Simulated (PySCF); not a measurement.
# Deuteron quadrupole couplings in propyl methanesulfonate

Species: propyl methanesulfonate, C4H10O3S.
SMILES with atom numbers: `[CH3:1][CH2:2][CH2:3][O:4][S:5]([CH3:6])(=[O:7])=[O:8]` (hydrogens: H9, H10, H11 on C1; H12, H13 on C2; H14, H15 on C3; H16, H17, H18 on C6)

Geometry (PBE0-D3(BJ)/def2-SVP, Å), atoms numbered from 1 in this order:
```xyz
18
C4H10O3S angstrom
C     -1.7534    0.9755    0.6770
C     -1.2055    0.3707   -0.6043
C     -0.2471   -0.7812   -0.3791
O      0.8439   -0.4424    0.4929
S      1.9174    0.6416   -0.0627
C      3.3003    0.1024    0.8989
O      2.1527    0.3810   -1.4730
O      1.5295    1.9699    0.3731
H     -0.9383    1.3994    1.2805
H     -2.4631    1.7863    0.4569
H     -2.2793    0.2230    1.2866
H     -0.6971    1.1449   -1.2025
H     -2.0233   -0.0147   -1.2373
H     -0.7385   -1.6173    0.1399
H      0.1651   -1.1493   -1.3320
H      4.1203    0.7967    0.6753
H      3.0237    0.1585    1.9585
H      3.5569   -0.9210    0.6024
```

Level: PBE0/pcSseg-1 (PySCF, non-relativistic); Q(2H) = 0.00286 b; rigid geometry, the same for H and D, with no vibrational averaging.

Task: Rank these positions by the coupling χzz of a deuteron there, largest first.
A. H16 (methyl hydrogen)
B. H15 (methylene hydrogen)
C. H14 (methylene hydrogen)

Result: A (194 kHz), C (189 kHz), B (184 kHz).

Task: Tabulate Vzz, the asymmetry η and χzz = 234.96 MHz × Q × Vzz for every hydrogen position.

Result: 
| atom | bonded to | bond length (Å) | Vzz (au) | η | χzz (kHz) |
| --- | --- | --- | --- | --- | --- |
| H9 | C1 | 1.099 | 0.2882 | 0.03 | 194 |
| H10 | C1 | 1.100 | 0.2944 | 0.03 | 198 |
| H11 | C1 | 1.102 | 0.2904 | 0.03 | 195 |
| H12 | C2 | 1.103 | 0.2787 | 0.04 | 187 |
| H13 | C2 | 1.104 | 0.2839 | 0.04 | 191 |
| H14 | C3 | 1.100 | 0.2814 | 0.08 | 189 |
| H15 | C3 | 1.102 | 0.2741 | 0.09 | 184 |
| H16 | C6 | 1.097 | 0.2890 | 0.06 | 194 |
| H17 | C6 | 1.096 | 0.2905 | 0.05 | 195 |
| H18 | C6 | 1.096 | 0.2917 | 0.05 | 196 |

Task: Give the 2H NMR doublet splittings at H9 for a magnetic field along the z, y and x axes of the gradient: 3χ/2, 3χ(1 + η)/4, 3χ(1 − η)/4.

Result: With |χ| = 193.7 kHz and η = 0.029: 291, 150 and 141 kHz, to first order and without motion.

One conformer (not necessarily the lowest) at the PBE0-D3(BJ)/def2-SVP geometry, without solvent, vibrations or thermal averaging. With so small a basis the couplings can be 20 % off.

The run behind these numbers computed NMR shieldings as well. On x86-64 server, one thread, no GPU (shared host), this took 68 s.
